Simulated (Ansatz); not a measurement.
GeH6OSSi can be A, `O[SiH2][S][GeH3]`, or B, `[SiH3][O][GeH2][SH]`.

Isolated molecules relaxed with PBE0-D4/def2-TZVP in Ansatz; ΔE leaves out vibrations. CCSD(T)/CBS adds triple-zeta CCSD(T) − MP2 to the extrapolated MP2 energy (def2 sets, frozen cores). DFT in def2-TZVPP. B3LYP here is the variant with VWN-RPA as its local correlation; programs differ in this. For Ge outer-core shells are correlated without core-valence functions, which leaves a few kJ/mol of doubt a bond. Scalar relativity is left out up to krypton. Each species was taken in one conformer, which may not be the lowest.

A:

Z-matrix (Å, degrees):
```
Si
S 1 2.132
O 1 1.641 2 113.3
H 1 1.477 2 108.3 3 -116.5
H 1 1.489 2 107.5 3 123.0
Ge 2 2.227 1 98.1 3 -95.4
H 3 0.958 1 117.8 2 50.3
H 6 1.539 2 109.6 1 48.8
H 6 1.533 2 105.9 1 167.9
H 6 1.535 2 110.1 1 -72.0
```

B:

Z-matrix (Å, degrees):
```
Si
O 1 1.640
H 1 1.487 2 111.2
H 1 1.489 2 111.3 3 121.1
H 1 1.484 2 107.3 3 -119.3
Ge 2 1.771 1 132.8 3 -73.3
S 6 2.215 2 110.2 1 28.5
H 6 1.531 2 105.4 1 149.2
H 6 1.533 2 108.8 1 -87.5
H 7 1.343 6 94.1 2 72.5
```

Problem. Which isomer does CCSD(T)/CBS put lower? Give the gap. (Estimate.)

Solution. The calculation gave: A, by 26.1 kJ/mol.

Problem. Give E(B) − E(A) in kJ/mol with B3LYP-D4, B2PLYP, MP2/def2-TZVPP, B3LYP, HF/def2-TZVPP, CCSD(T)/def2-TZVPP, PBE-D4. (Estimate.)

Solution. Ansatz gave: B3LYP-D4 21.3, B2PLYP 19.7, MP2/def2-TZVPP 23.2, B3LYP 20.4, HF/def2-TZVPP 6.4, CCSD(T)/def2-TZVPP 19.3, PBE-D4 35.2. None reverses the order clearly.

Largest T1 diagnostic: 0.012.

In def2-TZVPP, CCSD(T) changes the Hartree–Fock value by +12.9 kJ/mol (the triples alone add +2.0 kJ/mol) and MP2 by +16.8 kJ/mol.
